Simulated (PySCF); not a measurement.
hydrogen bromide (BrH), SMILES Br.

The structure is a stationary point at PBE0-D3(BJ)/def2-TZVPD.

Level of theory: PySCF with PBE0-D3(BJ)/def2-TZVPD.

Frequencies are harmonic and unscaled.

Computed vibrational spectrum:
```csv
mode,ν (cm⁻¹),IR (km/mol),moving atoms (share of kinetic energy)
1,2671,14.3,H 99 %
```
